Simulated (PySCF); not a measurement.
## Electron correlation in Sc (scandium, neutral)

[Ar] 3d1 4s2, 2D determinant. Calculation: PySCF 2.14, in cc-pVDZ (6s5p3d1f, 43 functions); no relativity, point nucleus. Frozen: [Ar]; 3 electrons correlated.

MP2 pair energies summed by pair of shells (mhartree):

```tsv
pair	energy	share (%)
4s-4s	-19.77	75.2
3d-4s	-6.53	24.8
```

Total MP2 correlation energy: -26.30 mhartree.

Same-spin part -2.41 and opposite-spin part -23.89 mhartree; SCS-MP2 scales them by 1/3 and 6/5 to -29.47 mhartree.
